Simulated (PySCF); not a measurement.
# Bond length, frequency and bond energy of NaSr by level of theory

State: ²Σ⁺ (doublet), unpaired electrons σ ↑. Set-up: Na def2-SVPD, Sr def2-SVPD with ECP28; scalar-relativistic core potentials (PySCF 2.14). De refers to Na + Sr in their ground configurations, without counterpoise correction. The functionals are run spin-unrestricted. A positive dipole means Na(−)Sr(+). Levels whose curve was spin-contaminated or gave no clean fit are not listed.

```csv
Level,Re (Å),ωe (cm⁻¹),De (eV),μ (D)
ROHF-MP2,4.172,47.4,0.104,n/a
ROHF-SCS-MP2,4.182,46.1,0.092,n/a
ROHF-CCSD,3.990,68.9,0.153,n/a
ROHF-CCSD(T),3.957,73.3,0.174,n/a
PBE,3.868,91.8,0.304,-0.02
revPBE,3.924,89.3,0.280,-0.01
PW91,3.855,93.2,0.328,0.03
r²SCAN,3.922,91.3,0.338,-0.56
B3LYP,3.923,82.1,0.182,0.04
PBE0,3.900,89.8,0.271,-0.32
ωB97X,3.884,84.2,0.124,-1.54
```

Problem. Which functional lies closest to ROHF-CCSD(T) in De, which farthest, and by how much do they differ from it?

Solution. Closest is B3LYP (-3.4 pm in Re, +12.0 % in ωe, +0.01 eV in De against ROHF-CCSD(T) in the same basis), farthest r²SCAN (-3.5 pm in Re, +24.6 % in ωe, +0.16 eV in De). CCSD(T) converges more slowly with the basis than the functionals do and binds too weakly in this one, so the order can change at the basis-set limit.

Problem. What does a quarter of exact exchange do here, going from PBE to PBE0?

Solution. PBE0 less PBE: +3.2 pm in Re, -2.2 % in ωe, -0.03 eV in De. Exact exchange removes part of the self-interaction that spreads semilocal densities, and in most molecules shortens and stiffens the bond and lowers De; here Re and ωe go the other way.

Problem. What does the triples do here, going from ROHF-CCSD to ROHF-CCSD(T)?

Solution. ROHF-CCSD(T) less ROHF-CCSD: -3.3 pm in Re, +6.4 % in ωe, +0.02 eV in De. Correlation nearly always deepens the well. The bond shortens, as in weak, metallic or heavy-atom bonds, where dispersion and the correlation of outer-core electrons pull the atoms together.

Correlated steps freeze 1 core orbital. The bond is weak. Basis-set superposition, not corrected here, can be much of De in a small basis, most of all at correlated wavefunction levels. Functionals without a dispersion term scatter widely for such bonds, and LDA overbinds them. Spin–orbit coupling is left out. The state is the lowest determinant that a PBE0 search found; another state may lie lower at other levels.
